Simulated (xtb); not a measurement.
Si(Me)3(NMe2) (C5H15NSi), SMILES CN(C)[Si](C)(C)C. All values are semi-empirical tight-binding results from xtb (GFN2-xTB unless named), good for trends rather than for accurate numbers. Geometry optimised at GFN2-xTB. The isomer is the one that the SMILES or the coordinates give; other isomers of the formula were not compared. The values are those of a single conformer.

Optimised geometry:

Bonds (Å): C1–N2 1.443, C1–H8 1.085, C1–H9 1.098, C1–H10 1.094, N2–C3 1.443, N2–Si4 1.734, C3–H11 1.098, C3–H12 1.085, C3–H13 1.094, Si4–C5 1.918, Si4–C6 1.905, Si4–C7 1.905, C5–H14 1.087, C5–H15 1.086, C5–H16 1.087, C6–H17 1.085, C6–H18 1.085, C6–H19 1.085, C7–H20 1.085, C7–H21 1.085, C7–H22 1.085. Bond angles (°): N2–C1–H8 109.9, N2–C1–H9 111.9, N2–C1–H10 109.7, H8–C1–H9 108.6, H8–C1–H10 108.7, H9–C1–H10 108.0, C1–N2–C3 111.6, C1–N2–Si4 121.4, C3–N2–Si4 121.5, N2–C3–H11 111.9, N2–C3–H12 109.9, N2–C3–H13 109.7, H11–C3–H12 108.6, H11–C3–H13 108.0, H12–C3–H13 108.7, N2–Si4–C5 114.4, N2–Si4–C6 107.5, N2–Si4–C7 107.6, C5–Si4–C6 108.7, C5–Si4–C7 108.7, C6–Si4–C7 109.9, Si4–C5–H14 111.2, Si4–C5–H15 111.9, Si4–C5–H16 111.3, H14–C5–H15 107.4, H14–C5–H16 107.4, H15–C5–H16 107.4, Si4–C6–H17 111.7, Si4–C6–H18 111.9, Si4–C6–H19 110.4, H17–C6–H18 107.9, H17–C6–H19 107.6, H18–C6–H19 107.2, Si4–C7–H20 110.3, Si4–C7–H21 111.9, Si4–C7–H22 111.7, H20–C7–H21 107.2, H20–C7–H22 107.6, H21–C7–H22 107.9.

Computed properties:
point group as xtb finds it: Cs
orbital gap: 5.99 eV
dipole moment: 0.63 D
zero-point energy: 120.4 kcal/mol
G − E(el) at 298.15 K (modified RRHO): 97.1 kcal/mol
static polarisability (D4 model): 99.5 bohr³
solvation energy, GFN2-xTB/ALPB(water): -0.7 kcal/mol
solvation energy, GFN2-xTB/ALPB(hexane): -5.9 kcal/mol

Computed atomic charges and the Wiberg bond orders between heavy atoms:
charges (e) C1 -0.03, N2 -0.25, C3 -0.03, Si4 0.51, C5 -0.21, C6 -0.21, C7 -0.21, H8 0.04, H9 0.02, H10 0.03, H11 0.02, H12 0.04, H13 0.03, H14 0.03, H15 0.03, H16 0.03, H17 0.03, H18 0.02, H19 0.02, H20 0.02, H21 0.02, H22 0.03. Bond orders C1–N2 1.03, N2–C3 1.03, N2–Si4 1.06, Si4–C5 0.88, Si4–C6 0.87, Si4–C7 0.87.
